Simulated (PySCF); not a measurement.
## Radial density of Ho (holmium, neutral)

UHF, [Xe] 4f12 6s1, one real determinant (an excited configuration). Calculation: PySCF 2.14, in cc-pVDZ-X2C (8s7p5d3f1g, 84 functions); the spin-free X2C one-electron Hamiltonian (Gaussian nucleus).

```
r (bohr)  4πr²ρ (e/bohr)  4πr²(ρα − ρβ)
  0.0180           87.37         0.0015
  0.0303           80.00         0.0027
  0.0509           112.0         0.0066
  0.0856           105.9         0.0082
   0.144           98.13         0.1236
   0.242           80.58         0.8043
   0.407           52.44         2.3447
   0.685           39.06         2.3166
    1.15           13.35         0.9049
    1.94           4.235         0.0847
    3.26          0.5371         0.1840
    5.49          0.1913         0.1777
    9.23         0.02639         0.0262
    15.5       4.679e-05         0.0000
```

Densities and radii are taken from the X2C orbitals without a picture-change correction, which distorts them close to the nucleus.

⟨L²⟩ = 24.24 against 30 for a pure H term, so this real determinant mixes terms. Spin-orbit coupling, absent here, splits the open shell strongly.
